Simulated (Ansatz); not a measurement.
A short molecular-dynamics run on the cluster K₂H₂ (the lowest singlet isomer of a short search).

```yaml
crystal:
  periodic: [false, false, false]
  atoms:
    - {symbol: K, position_ang: [-1.775905, 0.219692, 0.142810]}
    - {symbol: K, position_ang: [1.776015, -0.219667, -0.141435]}
    - {symbol: H, position_ang: [-0.209868, -1.716107, 0.047892]}
    - {symbol: H, position_ang: [0.209757, 1.716081, -0.049266]}
basis:
  gaussian: {orbitals: def2-SVP}
magnetization: {spin_polarized: true, initial_magnetization: 0}
hamiltonian: {xc: {name: r2SCAN}, dispersion: d3bjatm}
md: {timestep: 2 fs, n_steps: 15, ensemble: nvt_nose_hoover, temperature: 500, initial_velocities: maxwell_boltzmann, seed: 186}
scf: {omitted_lower_state_checks: [starts]}
```

```sh
$ ansatz run in.yaml --threads 4 --pin off --events-out ev --progress --plain --max-ram 3916MiB
```

```csv
step,time (fs),potential energy (eV),kinetic (eV),T (K),conserved (eV)
0,0.0,-32674.7748,0.1293,500,-32674.6455
1,2.0,-32674.7663,0.1210,468,-32674.6453
2,4.0,-32674.7474,0.1025,396,-32674.6449
3,6.0,-32674.7238,0.0794,307,-32674.6445
4,8.0,-32674.7021,0.0580,224,-32674.6442
5,10.0,-32674.6869,0.0429,166,-32674.6441
6,12.0,-32674.6799,0.0359,139,-32674.6442
7,14.0,-32674.6800,0.0359,139,-32674.6443
8,16.0,-32674.6842,0.0401,155,-32674.6445
9,18.0,-32674.6897,0.0456,176,-32674.6446
10,20.0,-32674.6947,0.0507,196,-32674.6446
11,22.0,-32674.6985,0.0548,212,-32674.6446
12,24.0,-32674.7014,0.0579,224,-32674.6446
13,26.0,-32674.7038,0.0607,235,-32674.6446
14,28.0,-32674.7059,0.0631,244,-32674.6446
15,30.0,-32674.7071,0.0646,250,-32674.6447
```

Velocities are drawn at the set temperature; a run this short doesn't reach equilibrium.

Frames (Å, forces in eV/Å):

```xyz
4
time=0.0 fs
K    -1.776    0.220    0.143   -0.014    0.004    0.001
K     1.776   -0.220   -0.141    0.014   -0.004   -0.002
H    -0.210   -1.716    0.048   -0.003   -0.043    0.002
H     0.210    1.716   -0.049    0.003    0.043    0.000
4
time=2.0 fs
K    -1.777    0.220    0.144   -0.108    0.009   -0.006
K     1.779   -0.219   -0.141   -0.050   -0.087   -0.012
H    -0.275   -1.720    0.016    0.112   -0.054    0.009
H     0.196    1.667   -0.085    0.046    0.132    0.009
4
time=4.0 fs
K    -1.779    0.220    0.145   -0.196    0.015   -0.010
K     1.783   -0.218   -0.140   -0.099   -0.156   -0.024
H    -0.337   -1.726   -0.016    0.209   -0.072    0.017
H     0.183    1.624   -0.120    0.086    0.213    0.016
4
time=6.0 fs
K    -1.781    0.221    0.146   -0.266    0.021   -0.012
K     1.786   -0.217   -0.139   -0.132   -0.210   -0.037
H    -0.390   -1.734   -0.047    0.281   -0.087    0.027
H     0.174    1.588   -0.154    0.117    0.276    0.022
4
time=8.0 fs
K    -1.783    0.221    0.147   -0.305    0.024   -0.016
K     1.789   -0.216   -0.139   -0.155   -0.248   -0.050
H    -0.433   -1.746   -0.077    0.326   -0.090    0.038
H     0.169    1.563   -0.188    0.134    0.315    0.028
4
time=10.0 fs
K    -1.785    0.221    0.148   -0.307    0.021   -0.024
K     1.792   -0.216   -0.138   -0.171   -0.273   -0.063
H    -0.463   -1.762   -0.106    0.346   -0.075    0.050
H     0.170    1.550   -0.220    0.132    0.327    0.037
4
time=12.0 fs
K    -1.787    0.222    0.149   -0.275    0.014   -0.039
K     1.795   -0.216   -0.138   -0.183   -0.285   -0.076
H    -0.480   -1.780   -0.132    0.345   -0.040    0.065
H     0.175    1.550   -0.251    0.112    0.311    0.049
4
time=14.0 fs
K    -1.790    0.222    0.150   -0.214    0.003   -0.059
K     1.798   -0.216   -0.137   -0.194   -0.284   -0.087
H    -0.483   -1.800   -0.156    0.328    0.011    0.081
H     0.185    1.561   -0.281    0.080    0.270    0.065
4
time=16.0 fs
K    -1.793    0.222    0.151   -0.137   -0.009   -0.083
K     1.801   -0.216   -0.137   -0.204   -0.271   -0.099
H    -0.474   -1.819   -0.178    0.299    0.068    0.097
H     0.198    1.583   -0.307    0.042    0.211    0.084
4
time=18.0 fs
K    -1.796    0.223    0.152   -0.054   -0.018   -0.108
K     1.803   -0.217   -0.137   -0.214   -0.248   -0.109
H    -0.454   -1.836   -0.195    0.263    0.126    0.113
H     0.212    1.613   -0.331    0.004    0.141    0.104
4
time=20.0 fs
K    -1.800    0.223    0.153    0.027   -0.025   -0.131
K     1.805   -0.218   -0.137   -0.221   -0.216   -0.118
H    -0.423   -1.848   -0.208    0.223    0.175    0.126
H     0.227    1.649   -0.351   -0.029    0.066    0.123
4
time=22.0 fs
K    -1.803    0.223    0.153    0.101   -0.027   -0.151
K     1.807   -0.219   -0.137   -0.222   -0.177   -0.125
H    -0.384   -1.853   -0.217    0.178    0.211    0.136
H     0.240    1.687   -0.366   -0.057   -0.006    0.140
4
time=24.0 fs
K    -1.806    0.224    0.154    0.166   -0.026   -0.166
K     1.808   -0.220   -0.137   -0.215   -0.132   -0.129
H    -0.338   -1.851   -0.220    0.128    0.229    0.143
H     0.252    1.725   -0.375   -0.079   -0.072    0.153
4
time=26.0 fs
K    -1.809    0.224    0.154    0.221   -0.021   -0.176
K     1.810   -0.222   -0.137   -0.196   -0.079   -0.131
H    -0.287   -1.839   -0.217    0.071    0.228    0.145
H     0.260    1.760   -0.379   -0.095   -0.127    0.161
4
time=28.0 fs
K    -1.812    0.224    0.154    0.266   -0.014   -0.180
K     1.811   -0.223   -0.138   -0.162   -0.020   -0.128
H    -0.233   -1.819   -0.209    0.004    0.204    0.143
H     0.265    1.790   -0.377   -0.108   -0.171    0.165
4
time=30.0 fs
K    -1.814    0.224    0.154    0.302   -0.005   -0.178
K     1.812   -0.225   -0.138   -0.110    0.049   -0.123
H    -0.179   -1.791   -0.196   -0.075    0.157    0.138
H     0.266    1.814   -0.368   -0.116   -0.200    0.163
```

Hardware: 4 threads of Arm Neoverse N1 on a shared host. Wall time 54 s.
